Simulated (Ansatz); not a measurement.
BrH$_{4}$InN$_{2}$, SMILES `[NH2][In]([NH2])[Br]` at its PBE0-D4/def2-TZVP geometry, where that method's forces vanish. Charge 0, multiplicity 1. In: def2 effective core potential.

```xyz
8

N     0.6157    1.4396   -1.0199
In   -0.4223    0.0904    0.0491
N     0.3010   -1.2971    1.3110
Br   -2.8651    0.4676    0.1622
H     0.0810    1.9141   -1.7339
H     1.4953    1.1354   -1.4129
H    -0.3688   -1.9973    1.5974
H     1.1632   -1.7527    1.0470
```

**Question.** What forces (eV/Å) does ωB97M-V/def2-TZVPP give on these atoms in Ansatz 0.2.0? (An estimate is asked.)

**Answer.** Computed: 
```
N1  -0.022 -0.081 -0.053
In2 -0.052  0.066  0.071
N3  -0.017 -0.037 -0.091
Br4  0.070 -0.019 -0.013
H5   0.049 -0.003  0.023
H6  -0.036  0.050  0.009
H7   0.051  0.016  0.007
H8  -0.042  0.006  0.047
```
